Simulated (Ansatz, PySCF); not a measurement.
System: sum formula H₄SiNO₃ (charge -1, singlet). It need not be the lowest isomer of its formula. Whether it binds its extra electron was not tested at this geometry. 
Coordinates optimised at B3LYP-D3(BJ)/def2-TZVP (Ansatz, a program for electronic structure):
SMILES: N[Si]([O-])(O)O
```xyz
9

Si     0.1365    -0.0262    -0.0922
O      1.4342    -0.5261    -0.7841
O      0.3860     0.5200     1.5011
O     -0.6471     1.2312    -0.9117
N     -1.2346    -1.1293     0.2013
H      1.3396     0.5627     1.6174
H     -1.5123     1.3704    -0.5157
H     -1.4483    -1.6866    -0.6181
H     -1.0334    -1.7752     0.9558
```
Charge -1, spin multiplicity 1.

Total electronic energies in hartree. Correlated levels leave the core frozen unless marked. No spin-orbit coupling. No relativistic terms. CBS(X,Y): correlation extrapolated as X^-3; Hartree-Fock from the larger set. [CCSD(T)-MP2]/basis is that difference in the basis named.

```csv
level,program,energy (Eh)
HF/6-31G,Ansatz,-570.25840
HF-D3(BJ)/def2-TZVPD,PySCF + dftd3,-570.69270
RI-HF/cc-pV(Q+d)Z,Ansatz,-570.65973
r2SCAN-D3(BJ)/def2-TZVPD,Ansatz + dftd3,-572.53046
LC-wPBE-D4/def2-TZVPD,Ansatz + dftd4,-572.44631
LC-wPBE/def2-TZVPD,Ansatz,-572.43767
B2GP-PLYP-D3(BJ)/def2-TZVPD,Ansatz + dftd3,-572.30612
MP2/aug-cc-pV(D+d)Z,Ansatz,-571.45473
MP2/aug-cc-pV(T+d)Z,Ansatz,-571.74447
MP2/cc-pVTZ,Ansatz,-571.68909
RI-MP2/aug-cc-pV(T+d)Z,Ansatz,-571.74417
RI-MP2/aug-cc-pV(Q+d)Z,Ansatz,-571.83770
SCS-MP2/6-31G*,Ansatz,-571.21175
CCSD/cc-pVTZ,Ansatz,-571.69866
"RI-MP2/CBS(aug-cc-pV(T+d)Z,aug-cc-pV(Q+d)Z)+[CCSD(T)-MP2]/aug-cc-pV(T+d)Z",Ansatz,-571.9405
```

Totals of different functionals don't rank their quality; only differences between species are comparable.
